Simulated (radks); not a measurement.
The aluminium ion Al+ inside a hard spherical wall (all orbitals vanish at R), configuration held at [Ne] 3s2 and not refilled when levels cross. Calculated with a radial shooting solver on a logarithmic mesh with Libxc functionals: scalar-relativistic Kohn-Sham, LDA (Slater exchange, VWN5 correlation), spin-polarised, spherical densities, finite nucleus; Fermi nuclear charge, rms radius 3.061 fm. Eigenvalues in eV for spin up, with the zero of energy where the potential of the charges vanishes at infinity; a dash marks a level that is unbound or too diffuse for the functional's potential to be trusted. A positive occupied level is held by the wall or, in an anion where self-interaction has pushed it up, behind a barrier. The pressure on the wall is -dE/dV.

\begin{tabular}{lrrrrrrrrr}
R (bohr) & E (hartree) & kinetic (hartree) & e(1s) & e(2s) & e(2p) & e(3s) & e(3p, empty) & e(4s, empty) & pressure (GPa) \\ \hline
free & -241.55566 & 241.747 & -1512.8 & -115.88 & -78.108 & -14.917 & -9.150 & -3.712 & 0 \\
20 & -241.55566 & 241.747 & -1512.8 & -115.88 & -78.108 & -14.917 & -9.150 & -3.711 & < 0.0001 \\
15 & -241.55566 & 241.747 & -1512.8 & -115.88 & -78.108 & -14.917 & -9.150 & -3.701 & < 0.0001 \\
12 & -241.55566 & 241.747 & -1512.8 & -115.88 & -78.108 & -14.917 & -9.150 & -3.617 & < 0.0001 \\
7 & -241.55462 & 241.758 & -1512.8 & -115.81 & -78.039 & -14.865 & -9.021 & -0.901 & 0.0862 \\
5 & -241.52640 & 241.948 & -1511.7 & -114.89 & -77.114 & -14.019 & -7.601 & 8.580 & 4.36 \\
4 & -241.41608 & 242.463 & -1509.6 & -112.93 & -75.154 & -11.603 & -4.199 & 24.238 & 31.5 \\
3.5 & -241.25361 & 243.076 & -1507.4 & -111.06 & -73.283 & -8.541 & -0.261 & 40.013 & 89.5 \\
3 & -240.89290 & 244.258 & -1503.9 & -108.18 & -70.385 & -2.340 & 7.179 & 67.322 & 276 \\
2.5 & -240.03811 & 246.772 & -1497.8 & -103.51 & -65.638 & 11.241 & 22.280 & 118.26 & 983 \\
1.5 & -230.02467 & 273.065 & -1449.4 & -72.037 & -31.919 & 143.99 & 148.83 & 487.63 & 29700 \\
\end{tabular}
